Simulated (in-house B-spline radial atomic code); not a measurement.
Values are calculated unless marked as measured or tabulated.
What the choice of pseudopotential does to G0W0 on PBE: Cd

All numbers come from a B-spline radial code for spherical atoms, non-relativistic (model numbers for so heavy an element), configuration [Kr] 4d10 5s2, open shells at high spin. Semilocal Troullier-Martins pseudo-atoms, one channel per l, are made with PBE or LDA for several valence sets and radii, with or without a model core, and set against the all-electron atom. One channel fits only the lowest state of its l, so a second state of that l is approximate. All electrons give 5s: PBE -5.279 eV, G0W0 -8.477 eV. Potentials are made in the ion's own configuration unless the neutral atom is named, and a smooth local potential serves every l without a channel. Potentials that miss their own reference levels by more than 6 millihartree, or need radii over 3.5 bohr, are left out. Columns give pseudo minus all-electron, in eV; a dash marks a level in the core or of low weight.

```csv
valence,made with,radii (bohr),model core (bohr),5s PBE,5s G0W0
5s,PBE,s 2.20 p 3.02,none,0.00,+0.25
5s,PBE,s 2.44 p 3.36,none,0.00,+0.26
5s,PBE,s 3.17 p 3.40,none,0.00,+0.25
5s,PBE,s 1.95 p 2.69,2.30,0.00,+0.23
5s,PBE,s 2.20 p 3.02,2.30,0.00,+0.25
5s,PBE,s 2.81 p 3.40,2.30,0.00,+0.25
4d 5s,PBE,s 2.81 p 3.40 d 1.12,none,0.00,-0.26
4d 5s,PBE,s 3.17 p 3.40 d 1.26,0.80,0.00,-0.27
4p 4d 5s,PBE,s 3.17 p 1.12 d 1.26,none,0.00,-0.72
4p 4d 5s,PBE,s 1.95 p 0.69 d 0.78,0.60,0.00,-0.59
4p 4d 5s,PBE,s 3.17 p 1.12 d 1.26,0.60,0.00,-0.72
4s 4p 4d 5s,PBE,s 0.95 p 0.99 d 1.12,none,-0.09,-0.10
4s 4p 4d 5s,PBE,s 0.83 p 0.86 d 0.97,0.58,-0.10,-0.12
4s 4p 4d 5s,PBE,s 0.95 p 0.99 d 1.12,0.58,-0.09,-0.10
```

Task: How does the G0W0 shift of 5s, which all sets hold, depend on the valence set?

Result: Mean size: 4s 4p 4d 5s: 0.11 eV; 5s: 0.25 eV; 4d 5s: 0.26 eV; 4p 4d 5s: 0.68 eV. A semicore state feels strong exchange with the other subshells of its n, so the gain is largest when that whole shell is in the valence. A larger valence set can do worse when it takes only part of a shell, whose exchange with the frozen rest is then left to the functional. The means mix radii and the functional used in making the potentials.
